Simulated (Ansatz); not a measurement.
# Ligand exchange: Mg(CH3)(NH2) + SnH3(NH2) → Mg(NH2)2 + SnH3(CH3)

Species: Mg(CH3)(NH2), singlet; SnH3(NH2), singlet; Mg(NH2)2, singlet; SnH3(CH3), singlet. The partners trade CH3 for NH2: Mg–CH3 and Sn–NH2 bonds give way to Mg–NH2 and Sn–CH3.

Shapes, held fixed at every level: PBE0-D4/def2-TZVP. Programs: Ansatz 0.2.0. Electronic energies: no zero-point or thermal term.

(1) Estimate ΔE of this reaction.

Results:

(1) The highest level, CCSD(T)/def2-TZVPP, gives ΔE = -63.7 kJ/mol; the levels span -74.6 to -59.6. The column of differences is taken from that level and isn't an error. No measured value is set beside it here. For atoms past krypton def2 sets carry core potentials with scalar relativity. Outer-core shells of Mg, Sn are correlated in most correlated rows, in sets that cover them unevenly.

```csv
level,kind,ΔE (kJ/mol),less CCSD(T)/def2-TZVPP
HF/def2-SVP,Hartree–Fock,-74.6,-10.9
SPW92/def2-TZVPP,LDA,-59.6,+4.1
r2SCAN-D4/def2-TZVPP,meta-GGA,-63.3,+0.4
B3LYP-D4/def2-TZVPP,global hybrid,-62.0,+1.7
MP2/def2-TZVPP,perturbation theory,-67.6,-3.9
CCSD/def2-TZVPP,coupled cluster or CI,-65.3,-1.6
CCSD(T)/def2-TZVPP,coupled cluster or CI,-63.7,0.0
```
